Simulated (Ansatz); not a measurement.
F2Si, singlet, geometry from GFN2-xTB. Base run: HF/STO-3G run with Ansatz (a program for electronic structure).

Input for Ansatz:
Ansatz 0.2 input:
```yaml
crystal:
  periodic: [false, false, false]
  atoms:
    - {symbol: Si, position_ang: [-0.03685565, -0.01764442, 0.62704345]}
    - {symbol: F, position_ang: [1.00111955, -0.63280559, -0.44873539]}
    - {symbol: F, position_ang: [-0.94378855, 0.66025247, -0.52666553]}
basis:
  gaussian:
    orbitals: STO-3G
hamiltonian:
  xc: hf
```

The base run was repeated with changes; each row names its change, and settings that it needs were set with it.

```csv
change,ΔE vs base (eV),outcome
base,0.00,converged
occupation = up:A1:8 A2:1 B1:3 B2:4 down:A1:8 A2:1 B1:3 B2:4,22.78,converged
occupation = up:A1:8 A2:2 B1:2 B2:4 down:A1:8 A2:2 B1:2 B2:4,-,input refused
occupation = up:A1:9 A2:1 B1:2 B2:4 down:A1:9 A2:1 B1:2 B2:4,36.29,converged
occupation = up:A1:8 A2:1 B1:2 B2:5 down:A1:8 A2:1 B1:2 B2:5,0.00,converged
symmetry_tolerance_ang = 0.01,0.00,converged
occupation = up:A1:8 A2:1 B1:1 B2:6 down:A1:8 A2:1 B1:1 B2:6,35.13,converged
```

- occupation = up:A1:8 A2:2 B1:2 B2:4 down:A1:8 A2:2 B1:2 B2:4: ended with `Error: 2 electrons of one spin were asked for in irrep 3 (counted from 0), which has 1 orbitals`
